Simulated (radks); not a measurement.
Valence configurations of Se I (all share [Ar]). Method: Dirac Kohn-Sham, PBE, spin-unpolarised, spherical densities, finite nucleus; open shells fill j = l - 1/2 first; Fermi nuclear charge, rms radius 4.14 fm; computed with a radial shooting solver on a logarithmic mesh with Libxc functionals. Energies are relative to 3d10 4s2 4p4; eigenvalues in eV.

valence           E (eV)  e(3d3/2)  e(3d5/2)  e(4p1/2)  e(4p3/2)  e(4s1/2)
3d10 4s2 4p4       0.000   -53.544   -52.649    -6.720    -6.346   -17.225
3d10 4s1.5 4p4.5   5.468   -54.374   -53.479    -7.052    -6.668   -17.661
3d10 4s1 4p5      10.992   -55.184   -54.288    -7.372    -6.979   -18.081
3d9.5 4s2 4p4.5   24.409   -59.261   -58.342    -7.400    -6.986   -18.368
3d9.5 4s1.5 4p5   30.127   -60.062   -59.141    -7.720    -7.296   -18.784
3d9 4s2 4p5       51.378   -65.111   -64.166    -8.078    -7.625   -19.491
3d8.5 4s1.5 4p6   87.161   -71.835   -70.864    -9.058    -8.555   -20.979

NIST lists [Ar] 3d10 4s2 4p4 as the ground configuration; this level of theory agrees among the configurations tried. The energies are those of spherical spin-averaged densities, not of single terms.
